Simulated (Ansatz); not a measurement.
Reaction (atomization): `CB1C(O)[N]1[AlH2]` → Al• + B• + 2 C• + 7 H• + N• + O•

Calculated with Ansatz (gas phase, PBE0-D4/def2-TZVP geometries, no zero-point term in ΔE). CCSD(T)/CBS is the MP2 limit (def2-TZVPP, def2-QZVPP) plus CCSD(T) − MP2 in def2-TZVPP, frozen cores. This one scheme is used for every species, atoms too. For atomizations the MP2-based limit and the directly extrapolated one differ by several kJ/mol either way, and by 10 to 25 for some Ge, Se and Sn compounds, so smaller differences from it don't rank the levels. Functionals use def2-TZVPP. No spin–orbit coupling; open shells (•) take unrestricted orbitals. Spin–orbit coupling would lower the free atoms: a little for Al, B, C, O. One conformer a species, not always the lowest.

| level | ΔE (kcal/mol) |
| --- | --- |
| PBE-D4 | 1191.2 |
| r2SCANh-D4 | 1160.1 |
| BHLYP-D4 | 1128.5 |
| ωB97M-V | 1169.2 |
| r2SCANh | 1158.4 |
| CAM-B3LYP | 1166.3 |
| HF/CBS(def2) | 837.3 |
| MP2/CBS(def2) | 1184.6 |

What does CCSD(T)/CBS give? (An estimate is asked.)

The calculation gave: +1159.9 kcal/mol. The listed levels differ from it by 31.3, 0.2, -31.4, 9.3, -1.5, 6.4, -322.6, 24.7 kcal/mol.

Largest T1 diagnostic among the species: 0.018.

From BLYP to BHLYP (50 % exact exchange), in def2-TZVPP and without D4, ΔE moves by −30.5 kcal/mol: exact exchange takes away binding that semilocal exchange gives to molecules. At CCSD(T), def2-SVP lies −57.7 kcal/mol from the extrapolated value and def2-TZVPP −31.3 kcal/mol: correlation converges slowly with the basis, and small sets miss more of it in the bonded molecule than in its fragments.
